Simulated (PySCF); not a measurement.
## How methods differ on the ionisation energy of Si⁺

Si⁺ [Ne] 3s2 3p1 (2P) → Si²⁺ [Ne] 3s2 (1S), as a difference of total energies. Computed with PySCF 2.14 in aug-cc-pwCVQZ, with no relativity, point nucleus. Correlated levels: valence: [Ne] frozen; valence and next inner shell: 1s2 frozen; nothing frozen. The calculations carry no spin-orbit coupling.

```csv
method,ionisation energy (eV),error (eV)
UHF,15.847,-0.475
LDA,16.371,+0.049
PBE,16.412,+0.090
PBE0,16.437,+0.115
r2SCAN,16.536,+0.214
M06-2X,16.148,-0.174
wB97M-V,16.000,-0.322
TPSSh,16.526,+0.204
MP2 (valence),16.143,-0.179
SCS-MP2 (valence),16.135,-0.187
MP2 (valence and next inner shell),16.167,-0.155
SCS-MP2 (valence and next inner shell),16.156,-0.166
MP2 (all electrons),16.170,-0.152
SCS-MP2 (all electrons),16.158,-0.164
```

Reference: 16.322 eV (measured; NIST levels, between the centres of gravity of the two terms).
